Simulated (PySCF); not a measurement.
## Mn: excitation energy

Mn [Ar] 3d5 4s2 (6S) → Mn [Ar] 3d7 (4F), as a difference of total energies. All numbers are calculated (PySCF 2.14, no relativity, point nucleus, in aug-cc-pVQZ). Correlated levels: valence: [Ar] frozen. The calculations carry no spin-orbit coupling.

| method | excitation energy (eV) |
| --- | --- |
| UHF | 8.606 |
| LDA | 4.123 |
| PBE | 3.991 |
| PBE0 | 5.002 |
| r2SCAN | 4.768 |
| TPSSh | 4.308 |
| M06-2X | 5.967 |
| r2SCANh | 5.088 |
| MP2 (valence) | 5.719 |
| SCS-MP2 (valence) | 5.466 |

Problem. How much does correlation contribute at MP2 (valence)?

Solution. 5.719 − (8.606) = -2.887 eV, measured against UHF.

A first-order spin-orbit estimate (lowest level to lowest level, LS coupling) adds -0.060 eV.
